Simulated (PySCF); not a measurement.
# Successive ionisation energies of chromium

Calculated with PySCF 2.14, two-component X2C-1e (Gaussian nucleus, no Breit or QED terms), each ion in its own even-tempered basis; GMP2 freezes the deep shells of the larger ions and drops the highest virtual spinors; eV.

| ion | configuration | GHF (spin-free) | GHF (screened spin-orbit) | GMP2 (screened spin-orbit) | NIST | kind |
| --- | --- | --- | --- | --- | --- | --- |
| Cr¹⁶⁺ | [He] 2s2 2p4 | 1183.1 | 1186.1 | 1187.6 | 1188 ± 2.1 | semi-empirical |
| Cr¹⁷⁺ | [He] 2s2 2p3 | 1302.5 | 1298.0 | 1297.8 | 1294.8 ± 1.6 | semi-empirical |
| Cr¹⁸⁺ | [He] 2s2 2p2 | 1395.0 | 1393.9 | 1394.4 | 1394.5 ± 0.7 | semi-empirical |
| Cr¹⁹⁺ | [He] 2s2 2p1 | 1490.4 | 1497.6 | 1497.1 | 1495.1 ± 0.7 | semi-empirical |
| Cr²⁰⁺ | [He] 2s2 | 1628.0 | 1628.0 | 1632.3 | 1634.1 ± 0.5 | semi-empirical |
| Cr²¹⁺ | [He] 2s1 | 1721.6 | 1721.6 | 1721.7 | 1721.2 | theoretical |
| Cr²²⁺ | 1s2 | 7485.7 | 7485.7 | 7487.0 | 7481.9 | theoretical |
| Cr²³⁺ | 1s1 | 7897.9 | 7897.9 | 7897.9 | 7894.8 | theoretical |

Q: Where is the largest relative jump?

A: From Cr²¹⁺ to Cr²²⁺: 1721.7 to 7487.0 eV, where the electron removed from 1s2 comes from a deeper shell or subshell.
